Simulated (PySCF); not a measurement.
Level of theory: PBE-D3(BJ)/def2-TZVP // CAM-B3LYP-D3(BJ)/def2-TZVP (PySCF). Isolated molecules, 0 K electronic values unless said otherwise. One relaxed conformer stands for a flexible species; it need not be the lowest. Excitations are Tamm–Dancoff values on a coarser integration grid. The basis has no diffuse functions, so Rydberg states are missing or too high.

Reference species (SMILES): `[NH2][Ga]([NH2])[Br]` (neutral, multiplicity 1).

The S1 excitation (TDA) comes out as 4.71 eV. The HOMO comes out as -5.79 eV. The LUMO comes out as -1.23 eV.

After one change: the S1 excitation (TDA) falls by 0.22 eV; the HOMO falls by 1.62 eV; the LUMO drops by 1.84 eV.

Question: Which change was made? The new species is one of these.
(A) `[Br][Ga]([Br])[Br]`
(B) `[NH2][Ga]([NH2])[NH2]`
(C) `[NH2][Ga]([Br])[Br]`

Answer: A, `[Br][Ga]([Br])[Br]`
